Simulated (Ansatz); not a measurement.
`B[CH](O)[GeH3]` + H₂ → `O[CH2][GeH3]` + BH₃ at 700 K and 1 bar (hydrogenolysis of a C–B bond).

Calculated with Ansatz (gas phase, PBE0-D4/def2-TZVP geometries, no zero-point term in ΔE). CCSD(T)/CBS adds triple-zeta CCSD(T) − MP2 to the extrapolated MP2 energy (def2 sets, frozen cores). This one scheme is used for every species. For Ge outer-core shells are correlated without core-valence functions, which leaves a few kJ/mol of doubt a bond. Scalar relativity is left out up to krypton. One conformer a species, not always the lowest.

```csv
species,CCSD(T)/CBS energy (Eh),H − E (kJ/mol),S (J/(mol·K))
`B[CH](O)[GeH3]`,-2218.29983,278.6,457.7
H₂,-1.17544,46.8,155.3
`O[CH2][GeH3]`,-2192.91927,232.6,401.6
BH₃,-26.55200,96.5,225.0
```

H − E and S are ideal-gas, rigid-rotor, harmonic terms from PBE0-D4/def2-TZVP, for one conformer and one mirror image of each species. The MP2-based limit puts H₂ 0.8 mEh under its directly extrapolated value; such offsets cancel only in part. 1 Eh = 2625.50 kJ/mol, R = 8.31446 J/(mol·K).

Q: By hand: ΔE, ΔH, ΔS and ΔG.

A: ΔE = (-2192.91927) + (-26.55200) − (-2218.29983) − (-1.17544) = 0.00400 Eh = 10.5 kJ/mol. Δ(H − E) = 232.6 + 96.5 − 278.6 − 46.8 = 3.7, so ΔH = 14.2 kJ/mol. ΔS = 401.6 + 225.0 − 457.7 − 155.3 = 13.6 J/(mol·K). ΔG = 14.2 − 700 × (13.6)/1000 = 4.7 kJ/mol.

Q: By hand: the equilibrium constant, and the temperature at which ΔG would vanish if ΔH and ΔS stayed fixed.

A: log₁₀ K = −ΔG/(RT ln 10) = -0.4. ΔG = 0 at ΔH/ΔS = 1044 K, though so small a ΔS makes that figure unsure.

TΔS isn't small against ΔH here. The sign of ΔG lies within the doubt. A doubt of 5 kJ/mol in ΔE shifts log₁₀ K by 0.4 here. Other conformers and mirror images would add mixing entropy, several J/(mol·K) or more a flexible species. These are equilibria of isolated gas molecules and say nothing of rates. Largest T1 diagnostic: 0.013 (customary marks: 0.02 for closed shells, 0.045 for open ones).
